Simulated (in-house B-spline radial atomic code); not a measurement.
# RPA and G0W0 on wB97X: Zn2+

Configuration [Ar] 3d10, mean-field start wB97X. Computed with an all-electron radial atomic-structure program (B-spline basis): all electrons, scalar-relativistic (spin-free one-electron X2C), finite nucleus, each spin shell either full or empty, empty states to l = 9 with an (l + 1/2)⁻⁴ tail; G0W0 by contour deformation at full frequency.

Command:
```bash
python run_gw.py task.json out
```
Settings (radii: box in bohr, nucleus in fm):
```
Z                        30
electrons                28
configuration            [Ar] 3d10
hamiltonian              x2c
method                   wb97x
lmax                     9
rms_radius               3.9283
spin_polarised           False
box_radius               17.55
intervals                70
```

Cost of the run: 3.7 s on 1 thread of Arm Neoverse N1, with other jobs on the host.

Energies (hartree):

```json
{"term": "mean-field total", "value": "-1795.01605"}
{"term": "Hartree-Fock functional on these orbitals", "value": "-1793.39236"}
{"term": "direct second order", "value": "-2.4987"}
{"term": "second-order exchange", "value": "0.7164"}
{"term": "SOSEX correction", "value": "0.6467"}
```

What is the RPA correlation energy, and what remains with SOSEX?

RPA gives -2.0858 hartree (-2.03 eV per electron); RPA + SOSEX gives -1.4391, and the second-order doubles -1.7823 hartree (no singles). RPA lacks exchange-type terms and so overcorrelates at short range.

Quasi-particle levels (eV):

| level | occupied | mean field | Σx - vxc | Σc | QP weight | G0W0 |
| --- | --- | --- | --- | --- | --- | --- |
| 3d | yes | -36.04 | -6.42 | ? | ? | ? |
| 4s | no | -18.393 | 1.70 | -1.29 | 0.983 | -17.985 |

G0W0 = mean field + (Σx - vxc) + Σc, with Σc (partial-wave tail included) taken at the quasi-particle energy. Only the outer levels were computed. Levels of low weight are left out.

Where does G0W0 put 3d?

At -40.37 eV, with Σc = 2.08 eV and a quasi-particle weight of 0.924. The tabulated removal energy is 39.723 eV (NIST, measured); the calculation leaves out spin-orbit coupling, Breit and QED terms, and what these don't explain is the method's own error.
